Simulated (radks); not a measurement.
All-electron atom: Tl+ in [Xe] 4f14 5d8 6s2 6p2 (not the ground configuration). All-electron calculation, scalar-relativistic Kohn-Sham, SCAN, spin-polarised, spherical densities, finite nucleus; open shells are filled with parallel spins first (spin-orbit coupling, left out, can overturn this in heavy ions); meta-GGA in the generalised Kohn-Sham scheme; Fermi nuclear charge, rms radius 5.4759 fm. Program: a radial shooting solver on a logarithmic mesh with Libxc functionals.

Unscreened Slater integrals over Kohn-Sham orbitals (cm^-1). They are taken over the spin-up orbitals.

F0(6p,6p): 69747
F2(6p,6p): 38025
F0(6p,6s): 76928
G1(6p,6s): 47864
F0(6p,5d): 85778
F2(6p,5d): 27075
G1(6p,5d): 10723
G3(6p,5d): 9025.5
F0(6p,5p): 88202
F2(6p,5p): 20326
G0(6p,5p): 3420.8
G2(6p,5p): 4634.1
F0(6s,6s): 88116
F0(6s,5d): 104500
G2(6s,5d): 21808
F0(6s,5p): 108930
G1(6s,5p): 8184.3
F0(5d,5d): 151510
F2(5d,5d): 79208
F4(5d,5d): 52875
F0(5d,5p): 169770
F2(5d,5p): 85762
G1(5d,5p): 104350
G3(5d,5p): 64995
F0(5p,5p): 197860
F2(5p,5p): 107010

Derived for the open shells (J is the average intra-shell exchange parameter used in DFT+U). 5d: Racah B = F2/49 - 5 F4/441 = 1017 cm^-1, C = 35 F4/441 = 4196 cm^-1, C/B = 4.13, F4/F2 = 0.668, J = (F2 + F4)/14 = 9434 cm^-1. 6p: J = F2/5 = 7605 cm^-1.
